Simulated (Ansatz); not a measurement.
Wavefunction ladder for AlBH₆OSSi

```xyz
11

B     0.161   -1.823    0.888
Si   -0.590   -0.781   -0.559
S     1.654   -1.233   -0.423
O    -0.883    0.809   -0.539
Al   -0.635    2.450   -0.208
H     0.080   -3.011    0.753
H     0.347   -1.347    1.968
H    -1.006   -1.326   -1.874
H     1.914   -0.039    0.139
H    -1.887    3.403   -0.267
H     0.845    2.896    0.121
```

The species carries charge 0 and has multiplicity 1. The bonds changed during the relaxation, so this is another structure than the one it started from. Geometry: relaxed with PBE0-D4/def2-TZVP. It is one conformer, not always the lowest. Frozen core, restricted reference, Ansatz. CBS rows extrapolate triple and quadruple zeta; past MP2 they add the triple-zeta difference.

```
     basis      HF (Eh)  MP2 corr.  CCSD corr.       (T)  CCSD(T) total
  def2-SVP  -1031.12845   -0.57160    -0.63017  -0.01793    -1031.77655
def2-TZVPP  -1031.58350   -0.73027    -0.78459  -0.03238    -1032.40047
def2-QZVPP  -1031.61636   -0.78713           –         –              –
 CBS(def2)  -1031.62089   -0.82925    -0.88356     as TZ    -1032.53683
```
